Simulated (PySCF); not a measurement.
The isolated species `C([BH2-][NH2+]C)=C` is ionised with synchrotron light (hν = 1250.0 eV). Calculated photoelectron kinetic energies of its computed core levels, recoil neglected:

```csv
line,kinetic energy (eV)
1,1056.14
2,960.81
3,960.62
4,957.32
5,842.40
```

Computed with delta-SCF UKS SCAN, pcX-2 on the ionised atom, pcseg-1 elsewhere, spin-free X2C (PySCF).

**Question.** Which element, shell and site does each line come from? Numbering: `[CH2:1]=[CH:2][BH2-:3][NH2+:4][CH3:5]`.

**Answer.** Against the vacuum level, binding energy = hν − kinetic energy.

```csv
line,binding energy (eV),level,atoms,environment
1,193.86,B 1s,B3,four-coordinate boron
2,289.19,C 1s,C2,alkene CH carbon
3,289.38,C 1s,C1,terminal =CH2 carbon
4,292.68,C 1s,C5,N-methyl carbon
5,407.60,N 1s,N4,"nitrogen bonded to B, C and 2 H"
```

**Question.** Where does line 4 move with hν = 1000.0 eV?

**Answer.** To 1000.0 − 292.68 = 707.32 eV; every photoline shifts by the change in photon energy, -250.0 eV.

Lowest listed C 1s: C2, bonded to C (double bond), H and B. Highest, 3.49 eV above it: C5, bonded to N and 3 H. The widest gap between neighbouring values is 3.30 eV, between 289.38 and 292.68 eV. Summing the Pauling electronegativity differences to the bonded atoms, each weighted by its formal bond order, gives -0.86 for the lowest site and -0.56 for the highest; no listed site has a larger sum than the highest.

**Question.** What is the longest wavelength that can ionise C 1s of C1 vertically?

**Answer.** λ = hc/E = 12398.42 eV Å / 289.38 eV = 42.845 Å.

Other core shells, valence and Auger electrons aren't listed. The unrestricted hole states depart most from a pure doublet (⟨S²⟩ = 0.75; over 0.85 named) for C 1s of C2 (0.86), which makes this value less certain. One conformer (not necessarily the lowest) at the PBE0-D3(BJ)/def2-SVP geometry, without solvent, vibrations or thermal averaging.

Conformer computed: `[CH2:1]=[CH:2][BH2-:3][NH2+:4][CH3:5]`: C1–C2–B3–N4 0°, C2–B3–N4–C5 179°.
